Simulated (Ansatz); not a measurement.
FGe2H6N (`[F][GeH2][NH][GeH3]`). Total charge 0; spin multiplicity 1.

```tsv
atom	x (Å)	y (Å)	z (Å)
F1	0.6413	-1.0654	2.2507
Ge2	1.3458	-0.4102	0.7888
N3	0.1444	-0.4560	-0.5606
Ge4	-1.3154	0.6566	-0.7307
H5	1.6762	1.0456	1.1276
H6	2.5330	-1.3267	0.4746
H7	0.0541	-1.3523	-1.0168
H8	-0.9558	1.9367	0.0362
H9	-2.5898	0.0206	-0.1454
H10	-1.5338	0.9511	-2.2245
```

Problem. List the harmonic frequencies (cm⁻¹, unscaled) at PBE0-D4/def2-TZVP in Ansatz. (Best estimate.)

Solution. Computed: 49, 74, 137, 240, 368, 472, 543, 627, 673, 678, 733, 782, 829, 860, 867, 884, 909, 1192, 2142, 2154, 2174, 2185, 2199, 3613.

Problem. Is this a minimum?

Solution. Yes, all 24 modes are real.

Problem. Give the ideal-gas thermochemistry at 298.15 K and 1 bar (rigid rotor, harmonic oscillator; point group C1, symmetry number 1).

Solution. Zero-point energy 151.8 kJ/mol; H(298) − E = 173.5 kJ/mol; entropy 368.4 J/(mol·K), of which translation 173.9, rotation 117.8, vibration 76.7; G(298) − E = 63.6 kJ/mol. Modes under 100 cm⁻¹ are hindered rotations or soft bends, so the harmonic entropy is rough.

Problem. And at 400, 500, 600, 800 and 1000 K?

Solution. 
```tsv
T (K)	H − E (kJ/mol)	S (J/mol/K)	G − E (kJ/mol)
400	186.0	404.5	24.2
500	200.2	436.1	-17.8
600	215.8	464.5	-62.9
800	250.1	513.7	-160.8
1000	287.4	555.3	-267.9
```
